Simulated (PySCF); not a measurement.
Si(F)2(OH)(SH) (F₂H₂OSSi), SMILES O[Si](F)(F)S.

Geometry optimised at PBE0-D3(BJ)/def2-SVP. One conformer was computed; it need not be the lowest.

Level of theory: B3LYP/def2-TZVP in PySCF.

Isolated molecule, no solvent.

| Property | Value |
|---|---|
| total energy | -964.21075 hartree |
| highest occupied level | -7.98 eV |
| lowest empty level | -0.24 eV |
| orbital gap | 7.74 eV |
| dipole moment | 1.98 D |
| quadrupole, principal values (traceless, Buckingham form, about the centre of nuclear charge) | -7.52, 0.10, 7.41 D·Å |
| mean static polarisability | 42.5 bohr³ (6.30 Å³) |
| polarisability, principal values | 36.0, 40.4, 51.2 bohr³ |
